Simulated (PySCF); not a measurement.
# Atomic charges against the basis set

Compound: B2FH4N.
Geometry (PBE0-D3(BJ)/def2-SVP, Å), atoms numbered from 1 in this order:
```xyz
8
B2FH4N angstrom
B      1.2542    0.2872   -0.0902
N      0.0098   -0.3611   -0.2613
B     -1.2408    0.1079    0.2289
F     -2.3291   -0.6115   -0.0151
H      2.2510   -0.2103   -0.5569
H      1.2887    1.3272    0.5208
H     -0.0096   -1.2369   -0.7784
H     -1.3358    1.1325    0.8541
```

PBE0 throughout (PySCF), one geometry, spherical d and f functions. The structure is a single PBE0-D3(BJ)/def2-SVP conformer in the gas phase; no vibrational or solvent corrections. Atoms taken as equivalent share a column and are averaged.

Mulliken charges (e):

| basis | functions | B1 | N2 | B3 | F4 | H5/H6 | H7 | H8 |
| --- | --- | --- | --- | --- | --- | --- | --- | --- |
| pcSseg-0 | 44 | +0.201 | -0.880 | +0.633 | -0.332 | +0.021 | +0.344 | -0.009 |
| 6-31G* | 64 | +0.098 | -0.551 | +0.433 | -0.265 | -0.013 | +0.351 | -0.040 |
| cc-pVDZ | 76 | -0.054 | +0.096 | +0.106 | -0.102 | -0.034 | +0.102 | -0.080 |
| def2-SVP | 76 | 0.000 | -0.053 | +0.153 | -0.122 | -0.030 | +0.151 | -0.068 |
| aug-cc-pVDZ | 128 | -1.043 | +0.078 | +0.110 | -0.475 | +0.474 | +0.019 | +0.363 |
| 6-311+G(2d,p) | 132 | +0.049 | -0.552 | +0.605 | -0.370 | -0.007 | +0.262 | +0.021 |
| def2-TZVP | 148 | -0.013 | -0.272 | +0.281 | -0.243 | +0.009 | +0.229 | -0.001 |
| cc-pVTZ | 176 | -0.083 | -0.017 | +0.182 | -0.207 | +0.002 | +0.159 | -0.036 |
| IGLO-III | 180 | +0.257 | -0.549 | +0.606 | -0.362 | -0.060 | +0.227 | -0.059 |

IAO charges (e):

```tsv
basis	functions	B1	N2	B3	F4	H5/H6	H7	H8
pcSseg-0	44	+0.040	-0.437	+0.399	-0.288	+0.007	+0.275	-0.003
6-31G*	64	+0.069	-0.472	+0.451	-0.311	0.000	+0.274	-0.012
cc-pVDZ	76	+0.046	-0.454	+0.434	-0.309	+0.006	+0.278	-0.007
def2-SVP	76	+0.056	-0.452	+0.436	-0.306	+0.002	+0.275	-0.012
aug-cc-pVDZ	128	+0.050	-0.464	+0.441	-0.319	+0.007	+0.283	-0.005
6-311+G(2d,p)	132	+0.055	-0.471	+0.448	-0.322	+0.006	+0.284	-0.006
def2-TZVP	148	+0.056	-0.473	+0.453	-0.323	+0.006	+0.283	-0.007
cc-pVTZ	176	+0.054	-0.473	+0.452	-0.321	+0.006	+0.283	-0.008
IGLO-III	180	+0.054	-0.474	+0.451	-0.323	+0.006	+0.285	-0.006
```

Hirshfeld charges (e):

```json
{"basis": "pcSseg-0", "functions": "44", "B1": "+0.138", "N2": "-0.193", "B3": "+0.232", "F4": "-0.134", "H5/H6": "-0.062", "H7": "+0.138", "H8": "-0.056"}
{"basis": "6-31G*", "functions": "64", "B1": "+0.131", "N2": "-0.197", "B3": "+0.225", "F4": "-0.130", "H5/H6": "-0.059", "H7": "+0.140", "H8": "-0.051"}
{"basis": "cc-pVDZ", "functions": "76", "B1": "+0.137", "N2": "-0.202", "B3": "+0.225", "F4": "-0.125", "H5/H6": "-0.061", "H7": "+0.141", "H8": "-0.053"}
{"basis": "def2-SVP", "functions": "76", "B1": "+0.139", "N2": "-0.206", "B3": "+0.234", "F4": "-0.132", "H5/H6": "-0.062", "H7": "+0.142", "H8": "-0.054"}
{"basis": "aug-cc-pVDZ", "functions": "128", "B1": "+0.144", "N2": "-0.226", "B3": "+0.244", "F4": "-0.144", "H5/H6": "-0.056", "H7": "+0.139", "H8": "-0.045"}
{"basis": "6-311+G(2d,p)", "functions": "132", "B1": "+0.150", "N2": "-0.229", "B3": "+0.252", "F4": "-0.151", "H5/H6": "-0.058", "H7": "+0.139", "H8": "-0.046"}
{"basis": "def2-TZVP", "functions": "148", "B1": "+0.146", "N2": "-0.224", "B3": "+0.247", "F4": "-0.146", "H5/H6": "-0.058", "H7": "+0.141", "H8": "-0.047"}
{"basis": "cc-pVTZ", "functions": "176", "B1": "+0.144", "N2": "-0.221", "B3": "+0.244", "F4": "-0.142", "H5/H6": "-0.058", "H7": "+0.141", "H8": "-0.049"}
{"basis": "IGLO-III", "functions": "180", "B1": "+0.145", "N2": "-0.228", "B3": "+0.248", "F4": "-0.147", "H5/H6": "-0.056", "H7": "+0.139", "H8": "-0.046"}
```

Some averages cover members that differ in this geometry, most widely: H5/H6, Mulliken in aug-cc-pVDZ +0.392 to +0.556 e.

Question: Which scheme is steadiest as the basis changes?

Answer: Largest range over the bases for any column: Hirshfeld 0.04 e, IAO 0.05 e, Mulliken 1.30 e. Hirshfeld charges move least and Mulliken charges most, counted in e.

Question: How much do the charges still move between the two largest bases, cc-pVTZ and IGLO-III?

Answer: At most, over all atoms: Mulliken 0.532 e, IAO 0.002 e, Hirshfeld 0.007 e.

Question: What do the same runs give for the total energy, the frontier levels and the dipole moment?

Answer: 
```
        basis  energy (Eh)  HOMO (eV)  LUMO (eV)  μ (D)
     pcSseg-0    -206.1268      -9.46      -0.98   1.03
       6-31G*    -206.5748      -9.19      -0.61   1.01
      cc-pVDZ    -206.5908      -9.25      -0.88   0.98
     def2-SVP    -206.4287      -9.28      -0.91   0.99
  aug-cc-pVDZ    -206.6032      -9.36      -1.08   0.91
6-311+G(2d,p)    -206.6485      -9.40      -1.07   0.92
    def2-TZVP    -206.6669      -9.36      -1.01   0.93
      cc-pVTZ    -206.6596      -9.35      -0.99   0.93
     IGLO-III    -206.6726      -9.38      -1.06   0.91
```

The dipole is fixed by the density alone, so its range of 0.12 D shows that the density itself changes with the basis, not only its division among atoms.
